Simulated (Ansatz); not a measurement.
System: ICl, charge 1, multiplicity 2. SMILES of the parent species: ICl
Coordinates optimised at B3LYP-D3(BJ)/def2-TZVP (Ansatz, a program for electronic structure):
```
Cl
I 1 2.2538
```
Charge +1, spin multiplicity 2.

Parts of the frozen-core correlation energy in def2-SVP (Ansatz, hartree). Frozen orbitals: 14; correlated occupied orbitals by spin: 7 and 6; virtual: 23 and 24. UHF or UKS for open shells. Spin-orbit coupling is left out. In def2 rows, elements after Kr have scalar-relativistic effective core potentials.

| term | value |
|---|---|
| reference (HF) | -755.63405 |
| MP2 opposite-spin | -0.15988 |
| MP2 same-spin | -0.05675 |
| CCSD correlation | -0.24299 |
| (T) | -0.00716 |
| CCSDT minus CCSD(T) | -0.00097 |
| T1 diagnostic | 0.032 |
| largest doubles amplitude | 0.103 |
| <S^2> of the reference | 0.760 |
